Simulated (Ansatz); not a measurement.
Mulliken charges of H4OSn, SMILES `[OH][SnH3]` from ωB97M-V/def2-TZVPP in Ansatz (PBE0-D4/def2-TZVP geometry).

```
atom   x (Å)   y (Å)   z (Å)  charge (e)
  O1   0.914  -0.752   0.931      -0.544
 Sn2  -0.282   0.354  -0.175       0.671
  H3   1.150  -1.585   0.517       0.161
  H4  -1.721  -0.523  -0.461      -0.102
  H5   0.514   0.712  -1.645      -0.102
  H6  -0.533   1.731   0.787      -0.085
```

Task: By hand: the dipole of these point charges (1 e Å = 4.8032 D).

Result: Σ q r = (-0.333, 0.225, -0.393) e Å, of length 0.562 e Å = 2.70 D.

Task: How does the dipole of the full density compare? (Estimate.)

Result: Computed: (-0.154, -0.032, -0.321) e Å, 1.72 D; the point charges give 1.57 times that, at 32° from its direction.

Point charges leave out the atoms' own dipoles, such as those of lone pairs, and Mulliken's split depends on the basis, so the two needn't agree.
